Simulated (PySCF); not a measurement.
[MnF5]2-: Mn(III) (d4), charge -2. The structure is a PBE0-D3(BJ)/def2-TZVP, IEF-PCM water geometry optimised for multiplicity 5; coordination trigonal bipyramidal, point group C2v, metal–donor distances 1.82–1.92 Å.

Method (PySCF 2.14, density fitting): CASSCF(4,5) with orbitals averaged over all microstates of the shell, strongly contracted NEVPT2 on the averaged canonical orbitals; basis x2c-TZVPall on the metal, x2c-SVPall elsewhere; spin-free X2C; IEF-PCM water; spin-orbit coupling by state interaction with the mean-field operator over all roots.

CASSCF energies above the lowest CASSCF root:

```json
{"state": "5A1", "CASSCF / cm⁻¹": "0"}
{"state": "5A1", "CASSCF / cm⁻¹": "13461"}
{"state": "5B2", "CASSCF / cm⁻¹": "13736"}
{"state": "5A2", "CASSCF / cm⁻¹": "15804"}
{"state": "5B1", "CASSCF / cm⁻¹": "15963"}
{"state": "3B1", "CASSCF / cm⁻¹": "20872"}
{"state": "3A2", "CASSCF / cm⁻¹": "21054"}
{"state": "3B2", "CASSCF / cm⁻¹": "22899"}
{"state": "3A1", "CASSCF / cm⁻¹": "22900"}
{"state": "3B1", "CASSCF / cm⁻¹": "23481"}
{"state": "3A2", "CASSCF / cm⁻¹": "23573"}
{"state": "3B2", "CASSCF / cm⁻¹": "26372"}
{"state": "3A1", "CASSCF / cm⁻¹": "26394"}
{"state": "3B2", "CASSCF / cm⁻¹": "26465"}
{"state": "3A1", "CASSCF / cm⁻¹": "29104"}
{"state": "1A1", "CASSCF / cm⁻¹": "31629"}
{"state": "3B2", "CASSCF / cm⁻¹": "31851"}
{"state": "1B2", "CASSCF / cm⁻¹": "31943"}
{"state": "1A1", "CASSCF / cm⁻¹": "31975"}
{"state": "1A2", "CASSCF / cm⁻¹": "32770"}
{"state": "1B1", "CASSCF / cm⁻¹": "32786"}
{"state": "1B1", "CASSCF / cm⁻¹": "33926"}
```

Problem. How does dynamic correlation (SC-NEVPT2) move these states?

Solution. 
```csv
state,NEVPT2 / cm⁻¹,shift / cm⁻¹
5A1,0,0
5A1,15855,+2394
5B2,16186,+2451
5A2,19008,+3205
5B1,19172,+3208
3B1,19245,-1627
3A2,19424,-1630
3B2,21793,-1106
3A1,21804,-1096
3B1,20744,-2737
3A2,20833,-2741
3B2,24683,-1689
3A1,24896,-1498
3B2,24230,-2235
3A1,26340,-2764
1A1,29083,-2545
3B2,31789,-62
1B2,30698,-1244
1A1,30600,-1374
1A2,28988,-3783
1B1,29022,-3763
1B1,31770,-2156
```

No frequencies were computed for the optimised geometry. NEVPT2 lifts 5B2 from 13736 to 16186 cm⁻¹; on the d shell alone such lifts tend to overshoot. NEVPT2 on the d shell alone tends to put d–d bands too high for such charged or covalently bound ions. Gaps between spin states lean to high spin in this active space.
